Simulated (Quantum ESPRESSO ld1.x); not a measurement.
I9+, configuration [Kr] 4d8.

Calculated with ld1.x of Quantum ESPRESSO 7.5: non-relativistic Kohn-Sham, LDA (Slater exchange, Perdew-Zunger correlation), spin-polarised, spherical densities, point nucleus; open shells are filled with parallel spins first; relativity is left out, which matters for an element this heavy.

Energy parts (eV):
total: -187522.02
kinetic: 187431.41
electron-nucleus: -438855.40
Hartree: 68409.56
exchange-correlation: -4507.60

Orbitals (lengths in bohr, moments of r in powers of bohr; r(max) is where P^2 peaks; r(90%) holds 90 % of the orbital's charge):
orbital,occ.,eigenvalue (eV),r(max),<r>,r(90%),<r^4>
1s up,1,-31764.3,0.01901,0.02870,0.0510,3.068e-06
1s down,1,-31764.3,0.01901,0.02870,0.0510,3.068e-06
2s up,1,-4914.04,0.1050,0.1236,0.190,0.0005440
2s down,1,-4913.25,0.1050,0.1235,0.190,0.0005440
2p up,3,-4629.25,0.08203,0.1052,0.170,0.0003534
2p down,3,-4628.63,0.08202,0.1052,0.170,0.0003534
3s up,1,-1106.16,0.2990,0.3281,0.481,0.02279
3s down,1,-1105.63,0.2990,0.3280,0.481,0.02275
3p up,3,-986.236,0.2854,0.3183,0.477,0.02176
3p down,3,-985.681,0.2854,0.3182,0.476,0.02172
3d up,5,-762.776,0.2319,0.2886,0.452,0.01755
3d down,5,-762.061,0.2320,0.2885,0.452,0.01752
4s up,1,-306.939,0.7019,0.7553,1.08,0.5970
4s down,1,-304.785,0.7017,0.7557,1.08,0.5989
4p up,3,-264.124,0.7182,0.7826,1.14,0.7140
4p down,3,-261.996,0.7181,0.7832,1.14,0.7178
4d up,5,-189.943,0.7544,0.8525,1.27,1.104
4d down,3,-187.897,0.7546,0.8544,1.28,1.118
5s up,0,-124.999,1.512,1.571,2.20,10.33
5s down,0,-124.149,1.517,1.578,2.21,10.51
5p up,0,-110.396,1.605,1.671,2.35,13.41
5p down,0,-109.655,1.612,1.679,2.36,13.68

The highest occupied level is 4d down at -187.90 eV. Spin moment in Bohr magnetons: 2. For comparison, the ionisation energy in NIST's Atomic Spectra Database is 197 eV (theoretical). In exact Kohn-Sham theory the highest level is minus the ionisation energy, but local and semilocal functionals leave it too shallow, through self-interaction and a potential that decays too fast; potentials with the right tail come closer. Virial ratio -V/T = 2.00048. Summed over all electrons, <r^2> = 14.22 bohr^2, which gives a Langevin (diamagnetic) susceptibility term of -11.3 x 10^-6 cm^3/mol.
